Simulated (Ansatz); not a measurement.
`BC1(C)CC1` + `N[SiH]1CN1` → `BN[SiH]1CN1` + `CC1CC1`  (ligand exchange at a B–C bond)

Computed with Ansatz on PBE0-D4/def2-TZVP structures; ΔE is electronic, products minus reactants. CBS: MP2 limit from def2 TZ/QZ plus the TZ coupled-cluster correction, frozen cores. DFT in def2-TZVPP. Each species was taken in one conformer, which may not be the lowest.

| level | ΔE (kJ/mol) | difference from CCSD(T)/CBS |
| --- | --- | --- |
| r2SCAN-D4 | -111.7 | -0.9 |
| PBE0-D4 | -112.7 | -1.9 |
| ωB97M-V | -113.1 | -2.3 |
| PBE | -113.9 | -3.1 |
| r2SCAN | -112.2 | -1.4 |
| PBE0 | -114.3 | -3.5 |
| SCS-MP2/def2-TZVPP | -113.4 | -2.6 |
| HF/CBS(def2) | -119.7 | -8.9 |
| MP2/CBS(def2) | -107.4 | 3.4 |
| CCSD/CBS(def2) | -111.8 | -1.0 |
| CCSD(T)/CBS | -110.8 | 0 |

Largest T1 diagnostic among the species: 0.013.

In def2-TZVPP, CCSD(T) changes the Hartree–Fock value by +6.0 kJ/mol (the triples alone add +1.0 kJ/mol) and MP2 by +9.3 kJ/mol.
